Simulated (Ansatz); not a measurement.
Reaction (formal exchange of groups at the Si–S bond): `N[SiH2][S][AlH2]` + `CC` → `C[SiH2]N` + `C[S][AlH2]`

Calculated with Ansatz (gas phase, PBE0-D4/def2-TZVP geometries, no zero-point term in ΔE). CBS: MP2 limit from def2 TZ/QZ plus the TZ coupled-cluster correction, frozen cores. This one scheme is used for every species. Functionals use def2-TZVPP. HSE06 is defined as in plane-wave codes. Each species was taken in one conformer, which may not be the lowest.

Question: Is it downhill or uphill in electronic energy at CCSD(T)/CBS, and by how much? (An estimate is asked.)

Answer: Computed: Uphill: ΔE = +91.7 kJ/mol.

Question: What do these levels give: B2PLYP, revPBE, PBE0, HSE06, CCSD/def2-SVP, CCSD(T)/def2-TZVPP? (An estimate is asked.)

Answer: Computed: B2PLYP 89.1, revPBE 86.2, PBE0 91.0, HSE06 91.0, CCSD/def2-SVP 102.1, CCSD(T)/def2-TZVPP 91.6 kJ/mol.

Largest T1 diagnostic among the species: 0.011.

Leaving LDA and LC-ωPBE aside and taking each functional with its dispersion term where it has one, the values, not all of them listed here, spread over 8.6 kJ/mol, from BLYP-D4 to PBE-QIDH. From BLYP to BHLYP (50 % exact exchange), in def2-TZVPP and without D4, ΔE moves by +7.6 kJ/mol.
